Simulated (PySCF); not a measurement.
## How a change of structure moves an absorption spectrum

Theory: TDDFT wB97X-D/def2-SVPD, vertical, gas phase, core orbitals frozen in the response in PySCF 2.14.0, density-fitted response routines. Geometries: PBE0-D3(BJ)/def2-SVP; one conformer of each isolated species. Triplets are in the Tamm–Dancoff approximation. 'Strongest' means the level of largest summed f among the lowest 10 singlets; it needn't be the same kind of state in each.

Parent: `CN([SiH3])[SiH3]`, with lowest singlet excitation energy 6.07 eV, S1–T1 gap 0.23 eV, mean static polarisability 75.4 au, oscillator strength of the strongest level 0.16, HOMO energy -8.87 eV. Its spectrum: 204 nm (f 0.000); 182 nm (f 0.014); 172 nm (f 0.052); 165 nm (f 0.002); 164 nm (f 0.004).

Question: How do these changes move the values? H on N replaced by BMe2 (`CB(C)N([SiH3])[SiH3]`); H on N replaced by allyl (`C=CCN([SiH3])[SiH3]`); H on N replaced by BH2 (`BN([SiH3])[SiH3]`); H on N replaced by cPr (`[SiH3]N([SiH3])C1CC1`).

Answer: 

```
                  change                SMILES  Δ S1 (eV)  Δ S1−T1 (eV)  Δ α (au)  Δ f (strongest)  Δ HOMO (eV)
 H on N replaced by BMe2  CB(C)N([SiH3])[SiH3]      +0.96         +0.44     +23.5            -0.09        -0.97
H on N replaced by allyl   C=CCN([SiH3])[SiH3]      -0.02         +1.32     +23.5            +0.11        -0.01
  H on N replaced by BH2      BN([SiH3])[SiH3]      +0.49         +0.28      +0.7            +0.03        -1.46
  H on N replaced by cPr  [SiH3]N([SiH3])C1CC1      +0.35         +0.01     +19.1            -0.13        -0.03
```

No change lowers S1 by more than 0.03 eV, and it rises most with H on N replaced by BMe2 (+0.96 eV). S1 is simply the lowest singlet of each species and needn't be the same kind of state throughout. Over these 4 changes the shifts of S1 and of the HOMO–LUMO gap correlate with r = 0.74.

Lowest levels of each derivative:
- `CB(C)N([SiH3])[SiH3]`: 7.02 eV (f 0.029); 7.08 eV (f 0.001); 7.19 eV (f 0.075)
- `C=CCN([SiH3])[SiH3]`: 6.05 eV (f 0.017); 6.67 eV (f 0.034); 6.88 eV (f 0.025)
- `BN([SiH3])[SiH3]`: 6.55 eV (f 0.000); 7.32 eV (f 0.000); 7.44 eV (f 0.194)
- `[SiH3]N([SiH3])C1CC1`: 6.42 eV (f 0.002); 6.95 eV (f 0.030); 7.48 eV (f 0.018)
